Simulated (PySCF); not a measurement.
HSSi, SMILES [Si]=[SH+] (connectivity only; charge and spin as stated), charge +1, multiplicity 1.

The structure is a stationary point at PBE-D3(BJ)/def2-TZVP. The isomer is the one that the SMILES or the coordinates give; other isomers of the formula were not compared.

Calculation: PBE-D3(BJ)/def2-TZVP (PySCF).

Frequencies are harmonic and unscaled.

**Question.** Estimate the vibrational spectrum. (Estimate from the structure and the level; the computed values follow.)

**Answer.** 
```tsv
mode	ν (cm⁻¹)	IR (km/mol)	moving atoms (share of kinetic energy)
1	484	19.8	H 83 %, Si 13 %
2	599	90.6	S 45 %, Si 43 %, H 12 %
3	2482	66.3	H 97 %
```
